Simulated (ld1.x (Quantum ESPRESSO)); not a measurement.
## Logarithmic derivatives: As (Z = 33), ultrasoft

arsenic, ultrasoft, made with ld1.x (Quantum ESPRESSO) 7.5 (PBE, fully relativistic). Core [Ne], reference 3s2 3p6 3d10 4s2 4p3. Waves: 3s (bound): rcut 1.05, rcutus 1.20 bohr; 4s (bound): rcut 1.05, rcutus 1.20 bohr; 3p (bound): rcut 0.85, rcutus 1.00 bohr; 4p (bound): rcut 0.85, rcutus 1.00 bohr; 3d (bound): rcut 1.05, rcutus 1.35 bohr; 3d channel at -1.65 Ry: rcut 1.05, rcutus 1.35 bohr. Local part: all-electron potential smoothed inside 0.75 bohr (lloc = -2). Core correction: none. Augmentation charge: built from norm-conserving waves at rcut, not smoothed further.

Open shells are filled in proportion to 2j + 1 (rel_dist='average').

The phase is arctan(r·u′/u) with u = r·R(r), unwrapped; energies in Ry, scanned from -16 to 5 Ry. A pole is an energy at which the radial function vanishes at the test radius. The pseudo phase is shifted by a multiple of π to meet the all-electron one at the reference energy, and phase errors are pseudo minus all-electron; the curves can meet again beyond the range given. Levels narrower than the energy grid can be missing from the lists of poles.

| channel | radius (bohr) | reference energy (Ry) | poles, all-electron | poles, pseudo | unbroken range about the reference energy with phases within 0.05 rad | phase error 1 Ry above the reference energy (rad) |
| --- | --- | --- | --- | --- | --- | --- |
| s | 1.51 | -1.07 | -13.89 | -14.41 | not even at the reference energy | +1.171 |
| p1/2 | 1.51 | -0.40 | -9.92 | -10.44, -1.08 | not even at the reference energy | +0.514 |
| p3/2 | 1.51 | -0.38 | -9.54 | -10.05, -1.82 | not even at the reference energy | +0.468 |
| d3/2 | 1.51 | -3.02 | -2.63 | -3.13, -0.90 | not even at the reference energy | -0.092 |
| d5/2 | 1.51 | -2.96 | -2.57 | -3.08, 1.18 | not even at the reference energy | -0.071 |

A Bessel basis up to 400 Ry misses an occupied level by 1.10 Ry, so cutoffs and ghosts were not judged. Its overlap operator is not positive definite in a basis up to 400 Ry (lowest eigenvalue s -0.03), so the file is unfit for use: the generalised eigenproblem breaks down once the basis is large enough, and its test numbers describe a broken file. The potential misses its own reference levels by up to 7.1 eV, so it is not fit for use.

Phases in the p1/2 channel:

```csv
E (Ry),all-electron,pseudo
-16.00,1.388,4.528
-15.04,1.380,4.520
-14.08,1.370,4.510
-13.12,1.358,4.495
-12.16,1.339,4.471
-11.20,1.299,4.380
-10.24,0.318,1.477
-9.28,-1.734,1.381
-8.32,-1.784,1.351
-7.36,-1.812,1.328
-6.40,-1.840,1.304
-5.44,-1.870,1.278
-4.48,-1.908,1.247
-3.52,-1.957,1.207
-2.56,-2.028,1.153
-1.60,-2.139,1.064
-0.64,-2.331,-2.113
0.32,-2.705,-2.292
1.28,-3.353,-2.561
2.24,-3.943,-3.000
3.20,-4.260,-3.540
4.16,-4.426,-3.951
```
